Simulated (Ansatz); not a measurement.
C$_{2}$H$_{6}$Cl$_{2}$Si, singlet, at a GFN2-xTB geometry; MP2/STO-3G (Ansatz, a quantum-chemistry and plane-wave program).

Ansatz was given this input:
Ansatz 0.2 input:
```yaml
crystal:
  periodic: [false, false, false]
  atoms:
    - {symbol: C, position_ang: [1.39412504, -1.53470091, -0.23312337]}
    - {symbol: Si, position_ang: [-0.02280346, -0.29923318, 0.05226009]}
    - {symbol: C, position_ang: [-1.59822436, -1.14354604, 0.70087042]}
    - {symbol: Cl, position_ang: [0.58008648, 1.10144890, 1.39720879]}
    - {symbol: Cl, position_ang: [-0.44748036, 0.63864468, -1.70111043]}
    - {symbol: H, position_ang: [1.11693539, -2.29088516, -0.96147875]}
    - {symbol: H, position_ang: [2.28529446, -1.03451143, -0.60339701]}
    - {symbol: H, position_ang: [1.66362802, -2.04466112, 0.68690871]}
    - {symbol: H, position_ang: [-2.39633076, -0.42253728, 0.85786579]}
    - {symbol: H, position_ang: [-1.96333966, -1.88823681, -0.00004098]}
    - {symbol: H, position_ang: [-1.41664703, -1.64201277, 1.64834648]}
basis:
  gaussian:
    orbitals: STO-3G
magnetization: {spin_polarized: false}
correlation: {method: mp2, electrons: outside_noble_gas}
accuracy: high
```

Q: Write the output that Ansatz gives for this input, abridged.

A: 
```
Functional definition: HF
926 factors; integrals over basis functions are off by at most 2.8e-8 eV
mean field evaluation 1: about -34644.1034 eV, gradient 2.1e1 eV
mean field evaluation 2: about -34644.2295 eV, gradient 2.1e1 eV
mean field evaluation 4: about -34646.2701 eV, gradient 9.5e-1 eV
mean field evaluation 8: about -34646.2748 eV, gradient 2.6e-6 eV
mean field -34646.27483678 eV, -1273.2271161631 hartree, gradient 9.1e-8 eV, S^2 0.000000; 0 other end points of the search recorded, 0 dependent functions left out
17 core orbitals not correlated
reference -34646.27483678 eV, -1273.2271161631 hartree; 16, 16 occupied and 10, 10 virtual orbitals, 926 factors
second order -3.99523413 eV of doubles, -0.00000000 eV of singles
Total energy: -34650.27007091 eV, -1273.3739383092 hartree
```
